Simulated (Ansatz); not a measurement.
One change: `C[CH](Cl)[SnH3]` becomes `C[CH](Cl)[GeH3]`.

Ansatz, PBE0-D4/def2-TZVP geometries, multiplicity 1. 

Elements past krypton have def2 core potentials. Scalar relativity is left out up to krypton.

```
                                          property  `C[CH](Cl)[SnH3]`
                HOMO energy (PBE0/def2-TZVPP) / eV              -7.52
  size of the dipole moment (B3LYP/def2-TZVPP) / D               1.76
                LUMO energy (PBE0/def2-TZVPP) / eV              -0.11
size of the dipole moment (ωB97M-V/def2-TZVPP) / D               1.78
             LUMO energy (ωB97M-V/def2-TZVPP) / eV               1.33
              HOMO–LUMO gap (PBE0/def2-TZVPP) / eV               7.41
```

Task: Give the same properties after the change, and the shifts. (Best estimate.)

Result: Ansatz gave: 
```tsv
property	`C[CH](Cl)[GeH3]`	shift
HOMO energy (PBE0/def2-TZVPP) / eV	-7.83	-0.31
size of the dipole moment (B3LYP/def2-TZVPP) / D	1.78	0.02
LUMO energy (PBE0/def2-TZVPP) / eV	0.34	0.45
size of the dipole moment (ωB97M-V/def2-TZVPP) / D	1.79	0.01
LUMO energy (ωB97M-V/def2-TZVPP) / eV	2.09	0.76
HOMO–LUMO gap (PBE0/def2-TZVPP) / eV	8.17	0.76
```

With PBE0 the HOMO falls by 0.31 eV and the LUMO rises by 0.45 eV, so the gap widens by about 0.76 eV. PBE moves the HOMO by -0.23 eV and ωB97M-V by -0.36 eV. Dipoles are sizes alone; their direction can turn.

B3LYP here is the variant with VWN-RPA as its local correlation; programs differ in this.
